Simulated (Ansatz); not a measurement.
Several settings on one geometry of NbS₂⁻ (that of the charge -1 singlet, B3LYP-D4/def2-TZVPD). Ansatz on 4 threads of Arm Neoverse N1 on a shared host; times are rough.

```xyz
3

Nb    0.6084    0.1291    0.5144
S     0.8554    0.0110   -1.6477
S    -1.4638   -0.1401    1.1333
```

Totals from different functionals, basis sets or treatments of relativity can't be compared as stabilities.

DK, ANO-RCC and x2c sets are all-electron and run with scalar relativity unless a key says otherwise. In the def2 sets Nb takes a core potential; there is no spin–orbit coupling.

At B3LYP-D4/def2-TZVPD a triplet lies 0.36 eV below the restricted singlet of charge -1, at its own geometry.

(1) Give the basis size and estimate the energy, ⟨S²⟩ and time of these runs.

| run | method | charge | state | further keys |
| --- | --- | --- | --- | --- |
| 1 | RKS r2SCAN0/cc-pVTZ-DK | -1 | singlet | scf: {omitted_lower_state_checks: [starts]}; forces asked |
| 2 | UKS ωB97M-V/def2-TZVPP | -1 | singlet | final_grid: {core_spheres: 5, valence_spheres: 4, degree: 11}; point_charges: [{charge: 2.00, position_ang: [4.385, 0.257, 0.299]}]; scf: {lower_state_search: off} |
| 3 | RKS r2SCAN-D4/def2-mTZVP | -1 | singlet | scf: {omitted_lower_state_checks: [starts]} |
| 4 | RKS SVWN5/def2-TZVPD | -1 | singlet | scf: {omitted_lower_state_checks: [starts]}; forces asked |

Results:

(1) 
```json
{"run": "1", "functions": "145", "energy (Eh)": "-4618.0438", "⟨S²⟩": "–", "wall time": "11 s"}
{"run": "2", "functions": "140", "energy (Eh)": "-853.7618", "⟨S²⟩": "0.00", "wall time": "5.5 s"}
{"run": "3", "functions": "77", "energy (Eh)": "-853.4548", "⟨S²⟩": "–", "wall time": "2.3 s"}
{"run": "4", "functions": "132", "energy (Eh)": "-850.6834", "⟨S²⟩": "–", "wall time": "1.2 s"}
```

The highest occupied level of an anion often lies above zero with these methods, and sets without diffuse functions describe the outer electron poorly. The restricted singlet is unstable towards broken spin symmetry at other levels; at RKS r2SCAN0/cc-pVTZ-DK, RKS r2SCAN-D4/def2-mTZVP, RKS SVWN5/def2-TZVPD this wasn't settled.
